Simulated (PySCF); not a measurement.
SMILES FC(F)(F)[SiH2][SiH2]Cl (CH₄ClF₃Si₂) (GFN2-xTB optimised geometry):

```
11

F      0.732    -0.465    -1.201
C      1.109     0.027     0.000
F      2.453     0.027     0.000
F      0.732     1.325     0.000
Si     0.328    -0.968     1.481
Si    -1.966    -0.789     1.168
Cl    -2.872    -1.869     2.617
H      0.938    -0.311     2.642
H      0.965    -2.281     1.333
H     -2.414    -1.325    -0.119
H     -2.453     0.588     1.285
```

Calculation: PySCF with B3LYP/def2-TZVP.

Question: What are the frontier orbital energies and the dipole moment?

Answer: HOMO-2 -9.52 eV, HOMO-1 -9.11 eV, HOMO -8.54 eV, LUMO -1.41 eV, LUMO+1 -0.69 eV; dipole moment 1.58 D.

Meta-Löwdin charges at B3LYP/def2-TZVP: F1 -0.29, C2 0.58, F3 -0.27, F4 -0.29, Si5 0.36, Si6 0.49, Cl7 -0.29, H8 -0.07, H9 -0.07, H10 -0.08, H11 -0.08.
